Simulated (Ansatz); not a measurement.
Harmonic frequencies (cm⁻¹) at PBE0-D4/def2-TZVP from Ansatz: 72, 150, 196, 276, 438, 460, 464, 496, 681, 720, 725, 760, 850, 863, 1106, 1439, 1912, 1932, 1933, 1995, 3114.

Q: Which molecule is it?
A. `[CH2]1[CH2][GeH2]1`
B. `[OH][SnH]1[NH][SiH2]1`
C. `CC(=N)C#N`
D. `[SnH3][C]1=[CH][AlH]1`

A: D.
